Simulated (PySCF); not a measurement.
C5H12NSi (doublet state).
Geometry (GFN2-xTB, Å), atoms numbered from 1 in this order:
```
atom  x, y, z in Å
C1    -2.670    1.000    0.355
C2    -1.249    0.514    0.610
C3    -1.056   -0.932    0.160
C4     0.376   -1.423    0.413
C5     1.377   -0.672   -0.398
N6     2.351   -0.045    0.188
Si7    3.666    0.891   -0.103
H8    -2.795    2.023    0.703
H9    -2.900    0.969   -0.708
H10   -3.388    0.371    0.877
H11   -1.023    0.590    1.676
H12   -0.539    1.151    0.078
H13   -1.282   -1.014   -0.906
H14   -1.755   -1.575    0.700
H15    0.424   -2.487    0.156
H16    0.627   -1.313    1.468
H17    1.238   -0.679   -1.478
H18    4.254    1.409   -1.331
H19    4.336    1.233    1.132
```

The hyperfine couplings belong to this conformer and change with its torsions.

Identity: `CCCC/C=N/[SiH2]` [radical].

Computed, not measured: UKS B3LYP, pcH-1 on C H N Si, non-relativistic, mean-field spin-orbit, GIAO (PySCF). Geometry: GFN2-xTB, one conformer, isolated molecule. A GFN2-xTB geometry isn't a minimum of the functional, and hyperfine couplings can be far from their values at a DFT geometry, by a factor of two or more for some ions and for spin on atoms past the first row. The SCF solution wasn't tested for stability.

The largest Mulliken spin populations are on Si7 (+0.85), C5 (+0.41) and N6 (-0.16). The angles at Si7 add up to 360.0°, so it is planar; its axial dipolar tensor and the negative couplings of its protons fit spin in a p orbital normal to that plane.

**Question.** Find Q in a(H) = Q·ρ(C) for the protons on the planar carbons that carry spin.

**Answer.** 
```csv
H,C,ρ(C),a(H) (G),a/ρ (G)
H17,C5,+0.412,-9.85,-23.9
```

One proton gives one ratio, Q = -23.9 G, and no test of linearity. In McConnell's picture π spin on carbon polarises the C–H bond and leaves opposite spin at the proton, which makes Q negative, as found here.

**Question.** How do the β-proton couplings of this frozen conformer go with θ, the angle between the C–H bond and the normal to the plane of the spin centre's three neighbours, both seen down the bond from centre to carbon?

**Answer.** 
| β H | on | centre | θ (°) | cos²θ | a (G) |
| --- | --- | --- | --- | --- | --- |
| H15 | C4 | C5 | 27 | 0.79 | +16.57 |
| H16 | C4 | C5 | 89 | 0.00 | +0.57 |

Couplings in gauss use g_iso = 2.0030.
